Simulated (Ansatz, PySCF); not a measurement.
SnH₄, SMILES [SnH4].

The structure is a stationary point at PBE0-D3(BJ)/def2-TZVPD. The isomer is the one that the SMILES or the coordinates give; other isomers of the formula were not compared. The def2 effective core potentials stand for the cores of Sn; spin–orbit coupling is left out.

Vertical ionisation energy (IE) and electron affinity (EA) in eV. Rows of orbital energies are one-electron estimates. Where ΔSCF, EOM or ADC give a negative EA the extra electron is unbound and the value depends on the basis.

```csv
level,IE,EA
"−ε(HOMO), −ε(LUMO), HF/def2-TZVPD (PySCF)",12.18,-1.63
"−ε(HOMO), −ε(LUMO), CAM-B3LYP/def2-TZVPD (PySCF)",10.55,-0.49
"−ε(HOMO), −ε(LUMO), PBE/def2-TZVPD (PySCF)",7.94,0.82
"ΔSCF, CAM-B3LYP/def2-TZVPD (Ansatz), final states of multiplicity 2 and 2",11.70,-1.05
"ΔSCF, PBE/def2-TZVPD (Ansatz), final states of multiplicity 2 and 2",11.21,-0.88
```

Question: What vertical singlet–triplet gap does ΔSCF give with CAM-B3LYP/def2-TZVPD (Ansatz, an electronic-structure program) and with PBE/def2-TZVPD (Ansatz)? (Estimate from the structure and the level; the computed values follow.)

Answer: 7.28 and 6.79 eV (triplet above singlet where positive).
